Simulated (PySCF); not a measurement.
Cl6GeSi, SMILES Cl[Si](Cl)(Cl)[Ge]([Cl])([Cl])[Cl]. Atoms are numbered in the order given.

```xyz
8

Si     0.0000     0.0000    -1.3663
Cl    -1.6797    -0.9698    -2.0224
Cl     0.0000     1.9396    -2.0224
Cl     1.6797    -0.9698    -2.0224
Ge     0.0000     0.0000     1.0108
Cl     1.7436     1.0067     1.7632
Cl     0.0000    -2.0133     1.7632
Cl    -1.7436     1.0067     1.7632
```
Charge 0, spin multiplicity 1.

Coordinates come from a r2SCAN-D4/def2-SVP optimisation. This is a generated structure with no PubChem entry under its InChIKey; it may be hypothetical. One conformer was computed; it need not be the lowest.

All values below come from PySCF with TDA-ωB97X/def2-SVPD.

Vertical excitations; the highest root listed may be one member of a degenerate set.  State labels are in the subgroup Cs.

**Question.** Estimate the UV-visible absorptions. (An estimate is asked for; the answer gives what the named calculation found.)

**Answer.** 
| state | symmetry | energy (eV) | λ (nm) | f | main pairs |
|---|---|---|---|---|---|
| S1 | A' | 6.48 | 191 | 0.311 | HOMO→LUMO 90 % |
| S2 | A" | 6.63 | 187 | 0.000 | HOMO−1→LUMO 85 % |
| S3 | A" | 6.75 | 184 | 0.002 | HOMO−3→LUMO, HOMO→LUMO+2 (degenerate set) |
| S4 | A' | 6.75 | 184 | 0.002 | HOMO−2→LUMO, HOMO→LUMO+1 (degenerate set) |
| S5 | A' | 7.20 | 172 | 0.044 | HOMO→LUMO+1, HOMO−2→LUMO, HOMO−6→LUMO, HOMO−7→LUMO (degenerate set) |
| S6 | A" | 7.20 | 172 | 0.044 | HOMO→LUMO+2, HOMO−3→LUMO, HOMO−5→LUMO, HOMO−8→LUMO (degenerate set) |
| T1 | A' | 5.59 | 222 | 0 | HOMO→LUMO 91 % |
| T2 | A" | 6.08 | 204 | 0 | HOMO→LUMO+2 79 % |
Triplets are in the Tamm–Dancoff approximation.
